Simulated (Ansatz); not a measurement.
Reaction (isomerisation): `BrC1C[SiH2]1` → `C=C[SiH2]Br`

Gas-phase electronic energies from Ansatz, PBE0-D4/def2-TZVP geometries. CCSD(T)/CBS is the MP2 limit (def2-TZVPP, def2-QZVPP) plus CCSD(T) − MP2 in def2-TZVPP, frozen cores. For Br outer-core shells are correlated without core-valence functions, which leaves a few kJ/mol of doubt a bond. Scalar relativity is left out up to krypton. One conformer a species, not always the lowest.

```
       species  CCSD(T)/CBS(def2) energy (Eh)
`BrC1C[SiH2]1`                    -2941.46276
 `C=C[SiH2]Br`                    -2941.53535
```

Question: Work out ΔE.

Answer: ΔE = (-2941.53535) − (-2941.46276) = -0.07259 Eh = -190.6 kJ/mol.

Question: What do rigid-rotor, harmonic-oscillator terms from PBE0-D4/def2-TZVP frequencies (298.15 K, 1 bar) make of the CCSD(T)/CBS value? (Best estimate.)

Answer: Ansatz gave: ΔZPE = +1.3 kJ/mol, ΔH = -187.8 kJ/mol, ΔS = 15 J/(mol·K), ΔG = -192.3 kJ/mol.

Largest T1 diagnostic among the species: 0.010.

Leaving LDA and LC-ωPBE aside and taking each functional with its dispersion term where it has one, the values, not all of them listed here, spread over 34.2 kJ/mol, from BHLYP-D4 to PBE-D4. LDA lies +21.1 kJ/mol from PBE without D4. From PBE to PBE0 (25 % exact exchange), in def2-TZVPP and without D4, ΔE moves by −5.2 kJ/mol. In def2-TZVPP, CCSD(T) changes the Hartree–Fock value by +42.3 kJ/mol (the triples alone add +4.1 kJ/mol) and MP2 by +48.8 kJ/mol.
